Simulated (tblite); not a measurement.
A geometry optimisation, step by step.

Compound: C5H14AsGa.
Numbering: `[CH2:1]=[CH:2][CH2:3][Ga@@H-:4]([AsH3+:5])[CH2:6][CH3:7]` (hydrogens: H8, H9 on C1; H10 on C2; H11, H12 on C3; H13 on Ga4; H14, H15, H16 on As5; H17, H18 on C6; H19, H20, H21 on C7)
Bond orders are those of one Lewis drawing.

Computed with GFN2-xTB (tblite), gas phase: L-BFGS steps from a force-field or distance-geometry start until the largest atomic force falls under 0.01 eV/Å. 5 of its 280 geometries are shown.

Step 0: E = -578.4220 eV, largest atomic force 1.999 eV/Å
```
atom  x, y, z in Å  |  force x, y, z in eV/Å
C1     -2.954   -1.629   -0.711   -0.525   0.091  -0.145
C2     -2.416   -0.611   -0.055    0.112  -0.813   0.030
C3     -1.004   -0.774    0.403   -0.371   0.321  -0.023
Ga4     0.235    0.602   -0.352    0.335  -1.164  -0.922
As5    -0.217    2.710    0.835    0.033  -0.079  -0.474
C6      2.059    0.033    0.268   -0.483   0.664   0.977
C7      2.704   -0.985   -0.636    1.499  -1.183   0.590
H8     -3.974   -1.597   -1.070    0.131  -0.116  -0.119
H9     -2.368   -2.525   -0.901   -0.368   0.252  -0.031
H10    -3.002    0.291    0.157    0.353  -0.175   0.059
H11    -0.649   -1.762    0.018   -0.161   0.456   0.744
H12    -0.951   -0.702    1.510    0.026  -0.347  -0.227
H13     0.137    0.753   -1.916   -0.122   0.381   0.070
H14     0.202    2.544    2.332   -0.533   0.846  -0.813
H15    -1.731    3.109    0.719    1.104   0.426   0.625
H16     0.630    3.887    0.216   -0.875  -0.295   0.981
H17     2.697    0.931    0.346    0.249  -0.337   0.547
H18     1.925   -0.472    1.273    0.329   0.928  -0.481
H19     2.009   -1.351   -1.385    0.163  -0.059  -0.293
H20     3.643   -0.588   -1.074   -0.697  -0.316  -0.124
H21     3.015   -1.848    0.023   -0.198   0.518  -0.970
```

Step 70: E = -580.1088 eV, largest atomic force 0.124 eV/Å
```
atom  x, y, z in Å  |  force x, y, z in eV/Å
C1     -3.130   -1.339   -0.930   -0.044   0.002   0.084
C2     -2.462   -0.560   -0.089    0.067   0.040  -0.032
C3     -1.260   -0.942    0.681    0.085  -0.088   0.004
Ga4     0.285   -0.089   -0.417    0.098  -0.015   0.072
As5    -0.577    2.456    0.760    0.093   0.021  -0.073
C6      2.263   -0.078    0.201   -0.059  -0.022   0.004
C7      3.175   -0.950   -0.679   -0.079   0.017   0.069
H8     -3.942   -0.951   -1.518   -0.113  -0.046  -0.022
H9     -2.917   -2.391   -1.028    0.074  -0.002  -0.053
H10    -2.754    0.488   -0.005    0.006   0.063   0.009
H11    -1.174   -2.028    0.790   -0.045   0.030   0.008
H12    -1.250   -0.483    1.683   -0.043  -0.054  -0.058
H13    -0.107    0.385   -1.885    0.002  -0.015  -0.019
H14     0.020    2.535    2.124    0.035  -0.015   0.030
H15    -1.631    3.423    1.191   -0.062   0.072   0.010
H16     0.288    3.591    0.326   -0.019   0.007   0.021
H17     2.684    0.937    0.261   -0.036  -0.032  -0.014
H18     2.273   -0.472    1.230    0.011  -0.004  -0.030
H19     2.731   -1.936   -0.840    0.024   0.025   0.021
H20     3.330   -0.488   -1.655   -0.034  -0.010   0.034
H21     4.146   -1.090   -0.201    0.039   0.027  -0.064
```

Step 140: E = -580.1797 eV, largest atomic force 0.055 eV/Å
```
atom  x, y, z in Å  |  force x, y, z in eV/Å
C1     -3.206   -1.146   -0.957   -0.004  -0.014   0.021
C2     -2.525   -0.483   -0.033    0.011   0.013   0.023
C3     -1.385   -1.025    0.746    0.008   0.000   0.005
Ga4     0.285   -0.381   -0.299   -0.026  -0.003  -0.040
As5    -0.365    2.412    0.430   -0.003   0.014  -0.033
C6      2.224   -0.090    0.338    0.027  -0.029  -0.015
C7      3.201   -0.723   -0.661    0.001   0.005  -0.011
H8     -4.011   -0.692   -1.509    0.001   0.006  -0.015
H9     -3.000   -2.183   -1.168    0.013  -0.043  -0.018
H10    -2.774    0.563    0.155    0.018   0.029   0.043
H11    -1.434   -2.117    0.811   -0.015   0.020  -0.029
H12    -1.368   -0.620    1.766   -0.007   0.009  -0.012
H13     0.059   -0.273   -1.877    0.004   0.003   0.024
H14     0.105    2.074    1.806   -0.014   0.008   0.013
H15    -1.478    3.225    1.023   -0.020  -0.001   0.005
H16     0.503    3.632    0.446    0.012  -0.020   0.002
H17     2.429    0.992    0.400   -0.014  -0.011   0.002
H18     2.402   -0.496    1.341    0.019   0.004   0.022
H19     3.143   -1.812   -0.619   -0.015  -0.013   0.014
H20     2.953   -0.415   -1.679   -0.023   0.021  -0.036
H21     4.232   -0.427   -0.462    0.026   0.004   0.036
```

Step 209: E = -580.2261 eV, largest atomic force 0.089 eV/Å
```
atom  x, y, z in Å  |  force x, y, z in eV/Å
C1     -3.028   -0.701   -0.864   -0.009   0.033   0.032
C2     -2.441   -0.427    0.296   -0.023  -0.060  -0.062
C3     -1.398   -1.281    0.909    0.043   0.009  -0.008
Ga4     0.297   -0.677   -0.120    0.013   0.020  -0.021
As5    -0.370    2.172   -0.020   -0.052   0.045   0.019
C6      2.215   -0.244    0.507    0.016   0.010  -0.019
C7      3.168   -0.440   -0.678    0.000  -0.030   0.018
H8     -3.775   -0.053   -1.290    0.000   0.001  -0.046
H9     -2.804   -1.617   -1.391   -0.041   0.029   0.003
H10    -2.686    0.493    0.827   -0.039  -0.001   0.002
H11    -1.583   -2.339    0.686    0.002   0.038   0.019
H12    -1.354   -1.148    1.993    0.047  -0.018   0.038
H13     0.075   -0.745   -1.698    0.007  -0.014   0.027
H14    -0.498    2.062    1.467   -0.001   0.030  -0.039
H15    -1.464    3.205   -0.040    0.035  -0.069   0.023
H16     0.630    3.273    0.167    0.007  -0.020  -0.013
H17     2.263    0.807    0.838   -0.011  -0.020   0.012
H18     2.539   -0.849    1.362    0.038  -0.013  -0.025
H19     3.221   -1.497   -0.954   -0.003   0.044   0.010
H20     2.809    0.114   -1.550   -0.031   0.006   0.008
H21     4.177   -0.091   -0.450    0.002  -0.019   0.024
```

Step 279: E = -580.2743 eV, largest atomic force 0.010 eV/Å
```
atom  x, y, z in Å  |  force x, y, z in eV/Å
C1     -3.025   -0.406   -0.706   -0.006  -0.004  -0.004
C2     -2.391   -0.378    0.462    0.005   0.002   0.000
C3     -1.427   -1.409    0.913    0.000  -0.004   0.006
Ga4     0.337   -0.940   -0.067    0.005   0.003  -0.006
As5    -0.273    1.879   -0.356    0.002   0.007  -0.007
C6      2.209   -0.497    0.664    0.004  -0.001   0.001
C7      3.076   -0.058   -0.520   -0.004   0.000   0.002
H8     -3.705    0.375   -1.008    0.000  -0.004   0.003
H9     -2.913   -1.244   -1.377   -0.007   0.003   0.000
H10    -2.543    0.467    1.134    0.005   0.004  -0.002
H11    -1.740   -2.402    0.571   -0.001  -0.002   0.000
H12    -1.337   -1.427    2.005   -0.001  -0.007   0.000
H13     0.234   -1.153   -1.642   -0.002  -0.002   0.001
H14    -0.342    2.274    1.081   -0.005   0.000   0.003
H15    -1.469    2.726   -0.641    0.005  -0.003  -0.001
H16     0.612    3.063   -0.614    0.006   0.002   0.001
H17     2.136    0.321    1.396    0.002   0.003  -0.005
H18     2.692   -1.332    1.185    0.002   0.000   0.001
H19     3.183   -0.876   -1.236   -0.005   0.002   0.003
H20     2.604    0.781   -1.045   -0.005   0.004  -0.002
H21     4.072    0.253   -0.202    0.000  -0.003   0.008
```

Task: Summarise the path.

Result: The energy falls by 1.8523 eV from step 0 to step 279; nine tenths of that is first reached at step 65. It rises by more than 0.2 meV at steps 53, 161 and 224. The largest force goes from 1.999 to 0.010 eV/Å. Among the bonds Ga4–As5 changes most, from 2.460 to 2.899 Å; the atoms move by 1.389 Å rms after alignment.

Task: Follow the three bonds and two angles with the largest change from start to end.

Result: 
| step | E above end (eV) | largest force (eV/Å) | Ga4–As5 (Å) | As5–H15 (Å) | As5–H16 (Å) | Ga4–As5–H15 (°) | C3–Ga4–C6 (°) |
| --- | --- | --- | --- | --- | --- | --- | --- |
| 0 | 1.8523 | 1.999 | 2.460 | 1.571 | 1.576 | 111.1 | 104.6 |
| 12 | 0.4799 | 0.390 | 2.808 | 1.472 | 1.467 | 130.1 | 109.0 |
| 24 | 0.3598 | 0.149 | 2.940 | 1.500 | 1.499 | 135.7 | 111.9 |
| 36 | 0.3263 | 0.158 | 3.000 | 1.503 | 1.496 | 140.1 | 114.2 |
| 49 | 0.2900 | 0.225 | 3.075 | 1.493 | 1.490 | 146.3 | 119.9 |
| 61 | 0.1979 | 0.173 | 2.887 | 1.494 | 1.494 | 151.1 | 122.7 |
| 73 | 0.1515 | 0.185 | 2.965 | 1.504 | 1.487 | 152.2 | 123.8 |
| 85 | 0.1279 | 0.089 | 3.019 | 1.502 | 1.491 | 150.0 | 124.5 |
| 97 | 0.1142 | 0.061 | 2.957 | 1.499 | 1.492 | 145.8 | 127.9 |
| 109 | 0.1103 | 0.049 | 2.949 | 1.501 | 1.494 | 145.2 | 128.8 |
| 121 | 0.1028 | 0.049 | 2.955 | 1.502 | 1.495 | 143.2 | 130.2 |
| 133 | 0.0972 | 0.031 | 2.957 | 1.501 | 1.496 | 141.3 | 130.9 |
| 146 | 0.0914 | 0.029 | 2.962 | 1.502 | 1.496 | 140.6 | 129.3 |
| 158 | 0.0866 | 0.094 | 2.954 | 1.504 | 1.500 | 142.5 | 128.5 |
| 170 | 0.0742 | 0.049 | 2.933 | 1.502 | 1.500 | 149.3 | 127.6 |
| 182 | 0.0659 | 0.091 | 2.915 | 1.496 | 1.495 | 153.6 | 129.4 |
| 194 | 0.0592 | 0.028 | 2.913 | 1.500 | 1.497 | 151.3 | 131.4 |
| 206 | 0.0521 | 0.109 | 2.930 | 1.503 | 1.501 | 147.9 | 132.3 |
| 218 | 0.0342 | 0.148 | 2.922 | 1.495 | 1.500 | 141.8 | 133.0 |
| 230 | 0.0172 | 0.080 | 2.927 | 1.495 | 1.501 | 137.5 | 135.3 |
| 243 | 0.0077 | 0.042 | 2.894 | 1.492 | 1.502 | 140.4 | 134.5 |
| 255 | 0.0052 | 0.035 | 2.892 | 1.493 | 1.501 | 138.6 | 133.0 |
| 267 | 0.0011 | 0.025 | 2.920 | 1.492 | 1.501 | 137.6 | 131.1 |
| 279 | 0.0000 | 0.010 | 2.899 | 1.493 | 1.501 | 137.7 | 130.9 |

What follows is the cost of the whole relaxation. On one thread of an Arm Neoverse N1, shared host, this took 4.2 s wall.
